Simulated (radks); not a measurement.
Problem. These are the eigenvalues of the occupied orbitals of an atom or ion with whole-number occupations (hartree). Calculated with a radial shooting solver on a logarithmic mesh with Libxc functionals: non-relativistic Kohn-Sham, r2SCAN, spin-polarised, spherical densities, point nucleus; meta-GGA in the generalised Kohn-Sham scheme.

1s down: -299.9217
1s up: -299.9214
2s up: -36.29457
2s down: -36.20527
2p up: -31.67798
2p down: -31.61153
3s up: -4.66034
3s down: -4.48906
3p up: -3.22692
3p down: -3.05605
3d up: -0.85676
3d down: -0.69465
4s up: -0.43916
4s down: -0.41810
4d up: -0.02512

Which element is it, and in what charge state? The configuration may be excited. Open shells, if any, are filled with parallel spins first.

Solution. Z = 28, nickel, charge 0: Ni in [Ar] 3d7 4s2 4d1. The list shows which subshells hold electrons but not how many an open one holds; the 1s level, -299.92 hartree, gives Z - s = 24.5 by -(Z - s)^2/2, which with screening narrows Z to a few neighbours, and the depths of the outer levels then fix element, charge and occupations together.
